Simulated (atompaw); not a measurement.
# What the settings do to the PAW (atompaw) potential of fluorine (F)

Base potential:

* Element: fluorine (F)
* Generator: atompaw 4.2.0.5
* Type: PAW
* Functional: PBE
* Relativity: non-relativistic
* Frozen core: [He]
* Valence charge: 7
* Reference configuration: 2s2 2p3 (charge +2)
* Partial waves: 2s (bound): rc 0.95 bohr; 2s channel at -3.75 Ry: rc 0.95 bohr; 2p (bound): rc 0.95 bohr; 2p channel at -3.2 Ry: rc 0.95 bohr; 3d channel at -0.2 Ry: rc 0.95 bohr; 3d channel at 1.55 Ry: rc 0.95 bohr
* Local potential: ultrasoft scheme with l = 3 at -0.5 Ry, radius 0.85 bohr
* Core correction: smooth core density matched at 0.80 bohr
* Augmentation charge: besselshape compensation charge, radius 0.95 bohr; PAW radius 0.95 bohr; waves and projectors: custom rrkj gramschmidtortho

Cutoffs, loose and tight: the cutoffs (Ry, on a coarse ladder) from which the occupation-weighted sum of valence levels, in a spherical-Bessel basis at the reference potential, stays within 10 and 1 mRy of its value at 400 Ry. They see the waves, projectors and local potential, not the compensation charge or the core. A dash means not determined.

```tsv
change	outcome	cutoff, loose	cutoff, tight	bound ghosts
base	generated	80 Ry	140 Ry	none
all radii scaled by about 0.78 (s 0.74, p 0.74, d 0.74 bohr); local potential ultrasoft scheme with l = 3 at -0.5 Ry, radius 0.66 bohr; augmentation besselshape compensation charge, radius 0.74 bohr; PAW radius 0.74 bohr; waves and projectors: custom rrkj gramschmidtortho; core correction smooth core density matched at 0.62 bohr	generated	120 Ry	200 Ry	none
all radii scaled by about 0.86 (s 0.82, p 0.82, d 0.82 bohr); local potential ultrasoft scheme with l = 3 at -0.5 Ry, radius 0.72 bohr; augmentation besselshape compensation charge, radius 0.82 bohr; PAW radius 0.82 bohr; waves and projectors: custom rrkj gramschmidtortho; core correction smooth core density matched at 0.68 bohr	generated	100 Ry	180 Ry	none
all radii scaled by about 0.93 (s 0.88, p 0.88, d 0.88 bohr); local potential ultrasoft scheme with l = 3 at -0.5 Ry, radius 0.78 bohr; augmentation besselshape compensation charge, radius 0.88 bohr; PAW radius 0.88 bohr; waves and projectors: custom rrkj gramschmidtortho; core correction smooth core density matched at 0.74 bohr	generated	90 Ry	160 Ry	none
all radii scaled by about 1.09 (s 1.04, p 1.04, d 1.04 bohr); local potential ultrasoft scheme with l = 3 at -0.5 Ry, radius 0.92 bohr; augmentation besselshape compensation charge, radius 1.04 bohr; PAW radius 1.04 bohr; waves and projectors: custom rrkj gramschmidtortho; core correction smooth core density matched at 0.88 bohr	generated	70 Ry	110 Ry	none
all radii scaled by about 1.18 (s 1.12, p 1.12, d 1.12 bohr); local potential ultrasoft scheme with l = 3 at -0.5 Ry, radius 1.00 bohr; augmentation besselshape compensation charge, radius 1.12 bohr; PAW radius 1.12 bohr; waves and projectors: custom rrkj gramschmidtortho; core correction smooth core density matched at 0.94 bohr	generated	60 Ry	100 Ry	none
all radii scaled by about 1.26 (s 1.20, p 1.20, d 1.20 bohr); local potential ultrasoft scheme with l = 3 at -0.5 Ry, radius 1.06 bohr; augmentation besselshape compensation charge, radius 1.20 bohr; PAW radius 1.20 bohr; waves and projectors: custom rrkj gramschmidtortho; core correction smooth core density matched at 1.00 bohr	generated	50 Ry	90 Ry	none
```

Reading the sweep of the scale of all radii (base = 1) (base included, trends over the rows without a ghost): The loose cutoff falls from 120 Ry at 0.78 to 50 Ry at 1.26. A larger radius leaves more room for a smooth pseudo-wave, so fewer plane waves are needed; a smaller one forces it to follow the all-electron wave where it bends sharply.
